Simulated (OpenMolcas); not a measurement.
An atom or ion with 20 electrons was computed by SS-CASPT2, IPEA 0.25 Eh, imaginary shift 0.1 Eh with spin-orbit coupling (OpenMolcas, ANO-RCC-VTZP, DKH2). The lowest levels that the run gave, each within 12 % of the measured value where one is at hand:

```json
{"J": "2", "Parity": "even", "E (cm-1)": "0.0", "g": "0.667"}
{"J": "3", "Parity": "even", "E (cm-1)": "1385", "g": "1.084"}
{"J": "4", "Parity": "even", "E (cm-1)": "3090", "g": "1.250"}
{"J": "2", "Parity": "even", "E (cm-1)": "19530", "g": "1.034"}
{"J": "0", "Parity": "even", "E (cm-1)": "22670", "g": ""}
{"J": "1", "Parity": "even", "E (cm-1)": "23180", "g": "1.501"}
{"J": "2", "Parity": "even", "E (cm-1)": "24380", "g": "1.466"}
{"J": "4", "Parity": "even", "E (cm-1)": "32790", "g": "1.000"}
{"J": "0", "Parity": "even", "E (cm-1)": "76790", "g": ""}
```

**Question.** Which ion is it, and what are the configurations and terms?

**Answer.** Co⁷⁺ (Z = 27, charge +7; active space 2 electrons in 10 orbitals (3d 4d)). J, parity and g give the terms where levels are pure, and mixed ones are named by the computed weights; the size of the splittings, set against known spectra of the 20-electron sequence, gives the charge. In order, with the measured energies in cm-1 (Sugar and Corliss, J. Phys. Chem. Ref. Data 10, 1097 (1981)): 3d2 3F2, 3d2 3F3 (1430), 3d2 3F4 (3144), 3d2 1D2 (19624), 3d2 3P0 (22304), 3d2 3P1 (22839), 3d2 3P2 (24055), 3d2 1G4 (32360), 3d2 1S0 (74247).

CASPT2 does not keep the components of a term degenerate, so their means are used; among the terms shown or strongly mixed into the levels shown the widest spread is 690 cm-1 (3d2 1G). Active for correlation alone: 4d; no level in the range computed is led by a configuration that fills it, so any true level of that kind is missing. Computed and measured levels are paired by configuration, term and J; levels that our copy of the source lacks, or whose pairing is in doubt (as where it misses far off the trend of its configuration), stay unpaired and out of the deviations. Only configurations of the active space appear.
